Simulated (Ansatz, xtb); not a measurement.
## H2SiSn: which of two structures lies lower

Structure I: a singlet given by its coordinates. Structure II: a singlet given by its coordinates. Both are isolated molecules in the gas phase, relaxed with r2SCAN-D4/def2-TZVP.

I (Å):

```xyz
4

Si   -0.0244   -0.9926    1.2720
Sn   -1.1913    1.0575    0.6459
H    -0.1913   -2.3106    0.5965
H     0.9594   -1.1075    2.3859
```

Close contacts (Å): Si1–Sn2 2.44, Si1–H3 1.49, Si1–H4 1.49.

II (Å):

```xyz
4

Si    0.5310    0.4399   -1.7069
Sn   -0.8411    0.8424    0.3295
H     0.5800   -0.4317   -0.3276
H     0.7546    1.6357   -0.6186
```

Close contacts (Å): Si1–Sn2 2.49, Si1–H3 1.63, Si1–H4 1.63, Sn2–H3 2.02, Sn2–H4 2.02.

Energies in hartree; the thermal terms are from r2SCAN-D4/def2-TZVP harmonic frequencies (ideal gas, rigid rotor, one conformer each, 298.15 K, 1 atm) and include the zero-point energy:

```
                                I           II
E, CCSD(T)/def2-TZVPP  −503.857766  −503.857482
    zero-point energy     0.014047     0.014154
         H(298 K) − E     0.019151     0.018468
         G(298 K) − E    −0.012549    −0.012529
```

Work out ΔE, ΔE₀, ΔH and ΔG for I → II in kJ/mol (1 Eh = 2625.50 kJ/mol) and the equilibrium ratio [II]/[I].

1. ΔE = −503.857482 − (−503.857766) = +0.000284 Eh = +0.75 kJ/mol.
2. ΔE₀ = ΔE + ΔZPE = +0.000284 + (+0.000107) Eh = +1.03 kJ/mol.
3. ΔH = ΔE + (−0.000683) Eh = −1.05 kJ/mol.
4. ΔG = ΔE + (+0.000020) Eh = +0.80 kJ/mol, so ΔS = (ΔH − ΔG)/T = −6.2 J/(mol K).
5. kT = 0.9442 mEh, so K = [II]/[I] = exp(−ΔG/kT) = exp(−0.32) ≈ 0.72.

The two are too close for this level to say which is favoured. An error of 4 kJ/mol in ΔG would change K by a factor of 5. Mirror images and further conformers aren't counted.

Other levels gave ΔE = −4.8 (r2SCAN-D4/def2-TZVP); +29.6 (HF/def2-TZVPP); −7.0 (MP2/def2-TZVPP) kJ/mol. The correlated steps freeze 9 core orbitals; the filled d shell of Sn is correlated, in a basis made for valence electrons. Atoms past krypton carry core potentials in the def2 sets, without spin–orbit terms. Programs: Ansatz 0.2.0.
